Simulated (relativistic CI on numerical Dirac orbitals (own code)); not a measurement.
Au61+: q coefficients and field-shift factors

Method of calculation: Dirac-Coulomb-Breit CI, KLI orbitals optimised for each configuration, derivatives by finite differences, unscaled Slater integrals, QED left out (own radial code, finite nucleus).

Configurations in the expansion (outside the closed core [Ne]): 3s2 3p6, 3s2 3p5 3d, 3s 3p6 3d, 3p6 3d2, 3p5 3d3. Double excitations out of closed p, d and f shells are left out; levels of such configurations are missing from the list, as are those of other unlisted configurations, and high levels can miss mixing partners.

With x = (α/α₀)² − 1 an excitation energy changes as ω = ω₀ + qx; K = 2q/ω₀ is the relative enhancement. Terms are leading LS components, so labels can repeat. The field-shift factor is F = δν/δ⟨r²⟩ for the transition from the lowest level.

Lowest level 3s2 3p6 1S_0.

```
           Level  ω₀ (cm⁻¹)   q (cm⁻¹)      K  F (GHz/fm²)
3s2 3p5 3d 3P°_0    2091705     145900   0.14         30.1
3s2 3p5 3d 3P°_1    2195406     164400   0.15         31.3
3s2 3p5 3d 3F°_3    2226288     137000  0.123         30.7
3s2 3p5 3d 3D°_2    2264562     145300  0.128           31
3s2 3p5 3d 3F°_4    3017349   1.01e+06  0.669         58.7
3s2 3p5 3d 1D°_2    3066735  1.019e+06  0.665         58.2
3s2 3p5 3d 3D°_3    3166004  1.018e+06  0.643         59.8
3s2 3p5 3d 1P°_1    3427904  1.048e+06  0.612         50.9
3s2 3p5 3d 3F°_2    6007898  4.937e+06   1.64         -884
3s2 3p5 3d 3D°_1    6340800  4.955e+06   1.56         -881
3s2 3p5 3d 3P°_2    6876249  5.823e+06   1.69         -855
3s2 3p5 3d 3F°_3    6920717  5.824e+06   1.68         -857
  3s 3p6 3d 3D_1    8028268  5.425e+06   1.35       -12600
  3s 3p6 3d 3D_2    8088847   5.44e+06   1.34       -12600
  3s 3p6 3d 3D_3    8882087  6.298e+06   1.42       -12600
  3s 3p6 3d 1D_2    9005283  6.318e+06    1.4       -12700
    3p6 3d2 3F_2   16203115  1.086e+07   1.34       -25300
    3p6 3d2 3P_0   16422856  1.089e+07   1.33       -25300
    3p6 3d2 3F_3   17021897  1.173e+07   1.38       -25200
    3p6 3d2 3P_2   17120560  1.173e+07   1.37       -25200
    3p6 3d2 1G_4   17147719  1.173e+07   1.37       -25200
    3p6 3d2 3P_1   17166773  1.175e+07   1.37       -25200
    3p6 3d2 3F_4   17916004   1.26e+07   1.41       -25200
```

At this charge energies of transitions that change n are usually good to better than 1 %, and those within a shell (Δn = 0) to a few per cent.
